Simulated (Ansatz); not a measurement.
Consider the isomerisation: `C=C=[CH][GeH3]` → `[GeH3][C]1=CC1`.

Program: Ansatz. Geometries: PBE0-D4/def2-TZVP. ΔE: electronic, gas phase. CCSD(T)/CBS is the MP2 limit (def2-TZVPP, def2-QZVPP) plus CCSD(T) − MP2 in def2-TZVPP, frozen cores. Functionals use def2-TZVPP. For Ge outer-core shells are correlated without core-valence functions, which leaves a few kJ/mol of doubt a bond. Scalar relativity is left out up to krypton.

```
             level  ΔE (kcal/mol)  difference from CCSD(T)/CBS
            PBE-D4           20.0                          0.6
           PBE0-D4           18.3                         -1.1
            B2PLYP           21.2                          1.8
               PBE           20.0                          0.6
              PBE0           18.4                         -1.0
SCS-MP2/def2-TZVPP           17.7                         -1.7
     HF/def2-QZVPP           22.4                          3.0
    MP2/def2-QZVPP           16.7                         -2.7
SCS-MP2/def2-QZVPP           17.7                         -1.7
      HF/CBS(def2)           22.4                          3.0
       CCSD(T)/CBS           19.4                            0
```

Largest T1 diagnostic among the species: 0.012.

In def2-TZVPP, CCSD(T) changes the Hartree–Fock value by −2.9 kcal/mol (the triples alone add +0.0 kcal/mol) and MP2 by −5.7 kcal/mol. From PBE to PBE0 (25 % exact exchange), in def2-TZVPP and without D4, ΔE moves by −1.6 kcal/mol.
